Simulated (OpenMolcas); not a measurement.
# O IV: effect of the IPEA shift

| Quantity | Value |
| --- | --- |
| Program | OpenMolcas |
| Basis | ANO-RCC-VQZP [5s4p3d2f1g] |
| Scalar Hamiltonian | DKH2, point nucleus |
| Active space | 3 electrons in 9 orbitals (RAS2 2s 2p; RAS3 3d, at most 2 electrons) |
| State averaging | 2S+1 = 4 odd, 1 root; 2S+1 = 2 odd, 11 roots; 2S+1 = 4 even, 3 roots; 2S+1 = 2 even, 9 roots |
| Spin-orbit coupling | RASSI with atomic mean-field integrals over the reference wave functions, term energies averaged over their components |

Methods on the same reference wave functions:
A. RASSCF
B. MS-RASPT2, IPEA 0 Eh, imaginary shift 0.1 Eh (closed shells correlated: 1s)
C. MS-RASPT2, IPEA 0.25 Eh, imaginary shift 0.1 Eh (closed shells correlated: 1s)

Energies in cm⁻¹ above 2s² 2p ²P°_1/2, the measured ground level; measured values from Moore, Selected Tables of Atomic Spectra, NSRDS-NBS 3, section 10.

| Level | A | B | C | Measured |
| --- | --- | --- | --- | --- |
| 2s² 2p ²P°_1/2 | 0.0 | 0.0 | 0.0 | 0.0 |
| 2s² 2p ²P°_3/2 | 351 | 352 | 352 | 386 |
| 2s 2p² ⁴P_1/2 | 69458 | 70760 | 70750 | 71440 |
| 2s 2p² ⁴P_3/2 | 69585 | 70890 | 70880 | 71570 |
| 2s 2p² ⁴P_5/2 | 69795 | 71100 | 71090 | 71756 |
| 2s 2p² ²D_3/2 | 129258 | 127200 | 127210 | 126950 |
| 2s 2p² ²D_5/2 | 129260 | 127200 | 127210 | 126936 |
| 2s 2p² ²S_1/2 | 170481 | 164930 | 165070 | 164366 |
| 2s 2p² ²P_1/2 | 184353 | 181360 | 181400 | 180481 |
| 2s 2p² ²P_3/2 | 184598 | 181610 | 181640 | 180724 |
| 2p³ ⁴S°_3/2 | 231694 | 231160 | 231170 | 231538 |
| 2p³ ²D°_3/2 | 258024 | 255420 | 255450 | 255185 |
| 2p³ ²D°_5/2 | 258028 | 255430 | 255460 | 255156 |
| 2p³ ²P°_1/2 | 295701 | 290140 | 290190 | 289015 |
| 2p³ ²P°_3/2 | 295717 | 290150 | 290210 | 289024 |

Deviations, from unrounded energies. A percentage is the sum of absolute deviations over the sum of measured energies, with the sign that they share, or ± where signs differ.

```json
{"Against measurement": "mean absolute deviation (cm-1)", "Levels": "14", "A": "3100", "B": "570", "C": "600"}
{"Against measurement": "fine structure of the ground term (%)", "Levels": "1", "A": "-8.9", "B": "-8.8", "C": "-8.8"}
{"Against measurement": "other configurations (%)", "Levels": "13", "A": "±1.9", "B": "±0.3", "C": "±0.4"}
```

B, C lie about equally close to measurement and A furthest from it. The largest miss of B in the table is 2p³ ²P°_3/2, by +1100 cm-1. The ranking rests on the paired levels alone, and a cruder setting can come out closer through cancelling errors.

Between B and C the level of the table that moves most is 2s 2p² ²S_1/2, by 140 cm-1 (lowest in B, highest in C). Moves below CASPT2's spread within the term are not significant.

The lowest spin-free term lies below A's lowest term by 0.024 hartree in B, 0.024 hartree in C.

CASPT2 does not keep the components of a term degenerate, so their means are used; among the terms shown or strongly mixed into the levels shown the widest spread is 17 cm-1 (2p³ ²D°, C). Active for correlation alone: 3d; no level in the range computed is led by a configuration that fills it, so any true level of that kind is missing. Measured partners are found by configuration, term and J. A level has none where our copy of the source lacks it or the pairing is in doubt (some pairs that miss far off the trend of their configuration count as doubtful), and it then counts in no deviation. Only configurations of the active space appear.

° marks odd parity.
